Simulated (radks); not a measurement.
Question: Spherical quantum dot in the effective-mass picture: electrons in a parabolic well V = omega^2 r^2 / 2 with omega = 0.521, with a point charge +1 (a donor) at the centre, all in effective atomic units (hartree* = m*/eps^2 hartree, bohr* = eps/m* bohr), one dielectric constant everywhere. Calculated with a radial shooting solver with Libxc functionals: non-relativistic Kohn-Sham, exchange-only LDA, spin-polarised, spherical densities. Levels are named by radial order and angular momentum (1s, 1p, 1d, 2s, ...), and open shells are averaged over m. Results are scaled to m* = 0.109 and eps = 6.5, for which hartree* = 70.2 meV and bohr* = 3.156 nm. At N = 19 the configuration is 1s2 1p6 1d(up 5, down 4) 2s2. Does electron 20 go into 1f up or 1f down or 1d down?

Answer: Into 1d down. The total energies of the other choices lie higher by 18.0 meV (1f up), 18.9 meV (1f down).
